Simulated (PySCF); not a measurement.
PySCF input for PbBr, SMILES [Pb+][Br] (connectivity only; charge and spin as stated), charge +1, multiplicity 1, TDA-LC-ωPBE/def2-TZVPD. Geometry: B3LYP-D3(BJ)/def2-TZVP. The multiplicity is an assumed one; other spin states were not compared. The def2 effective core potentials stand for the cores of Pb; spin–orbit coupling is left out.

```python
import numpy as np
from pyscf import gto, scf, dft, tdscf

mol = gto.M(
    atom='''
    Pb    0.00000000    0.00000000   -0.75131935
    Br    0.00000000    0.00000000    1.76023391
    ''',
    basis='def2-TZVPD',
    ecp={'Pb': 'def2-tzvp'},
    charge=1,
    spin=0,
    symmetry=True,
    symmetry_subgroup='C2v',
    max_memory=1600,
    verbose=4,
)
mf = dft.RKS(mol, xc='lc_wpbe').density_fit(auxbasis='def2-universal-jkfit')
mf.grids.level = 3
mf.conv_tol = 1e-9
mf.max_cycle = 100
mf.kernel()
mf.grids = dft.Grids(mol).set(level=1).build(with_non0tab=True)  # coarser grid for the response kernel
td = tdscf.TDA(mf)
td.singlet = True
td.nstates = 10
td.conv_tol = 1e-4
td.kernel(x0=td.get_init_guess(mf, 15))
td.analyze()
tt = tdscf.TDA(mf)
tt.singlet = False
tt.nstates = 4
tt.conv_tol = 1e-4
tt.kernel(x0=tt.get_init_guess(mf, 9))
tt.analyze(verbose=3)
```

Program output:

```
PySCF version 2.14.0

[INPUT] verbose = 4
[INPUT] num. atoms = 2
[INPUT] num. electrons = 56
[INPUT] charge = 1
[INPUT] spin (= nelec alpha-beta = 2S) = 0
[INPUT] symmetry True subgroup C2v
[INPUT] Mole.unit = angstrom
[INPUT] Symbol           X                Y                Z      unit          X                Y                Z       unit  Magmom
[INPUT]  1 Pb     0.000000000000   0.000000000000  -0.751319350000 AA    0.000000000000   0.000000000000  -1.419787803586 Bohr   0.0
[INPUT]  2 Br     0.000000000000   0.000000000000   1.760233910000 AA    0.000000000000   0.000000000000   3.326360005072 Bohr   0.0

nuclear repulsion = 162.236835227775
point group symmetry = Coov, use subgroup C2v
symmetry origin: [0.00000000e+00 0.00000000e+00 2.42272578e-09]
symmetry axis x: [1. 0. 0.]
symmetry axis y: [0. 1. 0.]
symmetry axis z: [0. 0. 1.]
num. orbitals of irrep A1 = 49
num. orbitals of irrep A2 = 12
num. orbitals of irrep B1 = 26
num. orbitals of irrep B2 = 26
number of shells = 37
number of NR pGTOs = 209
number of NR cGTOs = 113
basis = def2-TZVPD
ecp = {'Pb': 'def2-tzvp'}


[settings echo left out]
init E= -2733.53615714345
HOMO (B2) = -0.698666251085918  LUMO (B2) = -0.550186644189878  gap/eV = 4.04034
cycle= 1 E= -2765.90316299183  delta_E= -32.4  |g|= 1.74  |ddm|= 10.5
HOMO (A1) = -0.537135893072872  LUMO (B1) = -0.151018712913363  gap/eV = 10.50678
cycle= 2 E= -2766.14765099483  delta_E= -0.244  |g|= 1.41  |ddm|= 4.23
HOMO (B2) = -0.585962339708651  LUMO (B1) = -0.238659613616001  gap/eV = 9.45059
cycle= 3 E= -2766.48086521822  delta_E= -0.333  |g|= 0.143  |ddm|= 1.57
HOMO (B1) = -0.602515929111306  LUMO (B2) = -0.247747168727791  gap/eV = 9.65375
cycle= 4 E= -2766.48331701571  delta_E= -0.00245  |g|= 0.061  |ddm|= 0.183
HOMO (B1) = -0.602470040393783  LUMO (B1) = -0.246202531289349  gap/eV = 9.69453
cycle= 5 E= -2766.48389811611  delta_E= -0.000581  |g|= 0.00973  |ddm|= 0.064
HOMO (B2) = -0.603546798206857  LUMO (B1) = -0.245902201780744  gap/eV = 9.73201
cycle= 6 E= -2766.48403708599  delta_E= -0.000139  |g|= 0.00452  |ddm|= 0.0383
HOMO (B2) = -0.602736570569924  LUMO (B1) = -0.245773110682947  gap/eV = 9.71347
cycle= 7 E= -2766.48405737578  delta_E= -2.03e-05  |g|= 0.00213  |ddm|= 0.0134
HOMO (B2) = -0.60271041668144  LUMO (B2) = -0.245768319071892  gap/eV = 9.71289
cycle= 8 E= -2766.48406235632  delta_E= -4.98e-06  |g|= 0.000529  |ddm|= 0.00818
HOMO (B1) = -0.602823036449571  LUMO (B2) = -0.245782857246283  gap/eV = 9.71556
cycle= 9 E= -2766.48406256281  delta_E= -2.06e-07  |g|= 0.000105  |ddm|= 0.00158
HOMO (B1) = -0.602820060470727  LUMO (B1) = -0.245771976255647  gap/eV = 9.71577
cycle= 10 E= -2766.48406257013  delta_E= -7.33e-09  |g|= 1.17e-05  |ddm|= 0.000372
HOMO (B2) = -0.602820723590334  LUMO (B2) = -0.245773436521027  gap/eV = 9.71575
cycle= 11 E= -2766.48406257023  delta_E= -9.23e-11  |g|= 3.74e-06  |ddm|= 4.53e-05
HOMO (B1) = -0.602821076165377  LUMO (B2) = -0.245773074318308  gap/eV = 9.71577
Extra cycle  E= -2766.48406257023  delta_E= -2.27e-12  |g|= 2.94e-06  |ddm|= 8.63e-06
converged SCF energy = -2766.48406257023
tot grids = 15992


******** <class 'pyscf.tdscf.rks.TDA'> for <class 'pyscf.df.df_jk.DFSymAdaptedRKS'> ********
nstates = 10 singlet
deg_eia_thresh = 1.000e-03
wfnsym = None
conv_tol = 0.0001
eigh lindep = 1e-12
eigh level_shift = 0
eigh max_cycle = 100


Excitation energies (eV)
[4.42782526 4.45309237 4.45309237 4.50955642 4.50961253 5.37144333
 6.69400938 6.69400938 8.97777872 9.36011146]

** Singlet excitation energies and oscillator strengths **
Excited State   1:   A2      4.42783 eV    280.01 nm  f=0.0000
      27 -> 30       -0.49542
      28 -> 29        0.49542
Excited State   2:   B1      4.45309 eV    278.42 nm  f=0.0156
      26 -> 29        0.70116
Excited State   3:   B2      4.45309 eV    278.42 nm  f=0.0156
      26 -> 30        0.70116
Excited State   4:   A1      4.50956 eV    274.94 nm  f=0.0000
      27 -> 29       -0.49578
      28 -> 30        0.49578
Excited State   5:   A2      4.50961 eV    274.93 nm  f=0.0000
      27 -> 30        0.49577
      28 -> 29        0.49577
Excited State   6:   A1      5.37144 eV    230.82 nm  f=0.0441
      26 -> 31        0.30094
      27 -> 29        0.44504
      28 -> 30        0.44504
Excited State   7:   B1      6.69401 eV    185.22 nm  f=0.0083
      27 -> 31        0.68309
      27 -> 40       -0.14183
Excited State   8:   B2      6.69401 eV    185.22 nm  f=0.0083
      28 -> 31       -0.68309
      28 -> 40        0.14183
Excited State   9:   A1      8.97778 eV    138.10 nm  f=2.2488
      26 -> 31        0.60274
      27 -> 29       -0.19627
      28 -> 30       -0.19627
Excited State  10:   B2      9.36011 eV    132.46 nm  f=0.1352
      28 -> 32       -0.64391
      28 -> 40       -0.16887
      28 -> 41       -0.19587

** Transition electric dipole moments (AU) **
state          X           Y           Z        Dip. S.      Osc.
  1         0.0000     -0.0000     -0.0000      0.0000      0.0000
  2         0.3780     -0.0000     -0.0000      0.1428      0.0156
  3        -0.0000      0.3780     -0.0000      0.1428      0.0156
  4         0.0000      0.0000      0.0000      0.0000      0.0000
  5         0.0000      0.0000      0.0000      0.0000      0.0000
  6        -0.0000      0.0000     -0.5792      0.3355      0.0441
  7         0.2247      0.0000      0.0000      0.0505      0.0083
  8        -0.0000     -0.2247      0.0000      0.0505      0.0083
  9        -0.0000      0.0000      3.1975     10.2240      2.2488
 10         0.0000     -0.7679      0.0000      0.5896      0.1352

WARN: ECP detected. Skipping calculation of transition velocity and magnetic dipole moments, which have not yet been implemented.



******** <class 'pyscf.tdscf.rks.TDA'> for <class 'pyscf.df.df_jk.DFSymAdaptedRKS'> ********
nstates = 4 triplet
deg_eia_thresh = 1.000e-03
wfnsym = None
conv_tol = 0.0001
eigh lindep = 1e-12
eigh level_shift = 0
eigh max_cycle = 100


Excitation energies (eV)
[3.7960905  3.7960905  4.00672706 4.1971478 ]

** Triplet excitation energies and oscillator strengths **
Excited State   1:   B1      3.79609 eV    326.61 nm  f=0.0000
Excited State   2:   B2      3.79609 eV    326.61 nm  f=0.0000
Excited State   3:   A1      4.00673 eV    309.44 nm  f=0.0000
Excited State   4:   A1      4.19715 eV    295.40 nm  f=0.0000
```

The calculation finished and met its thresholds.
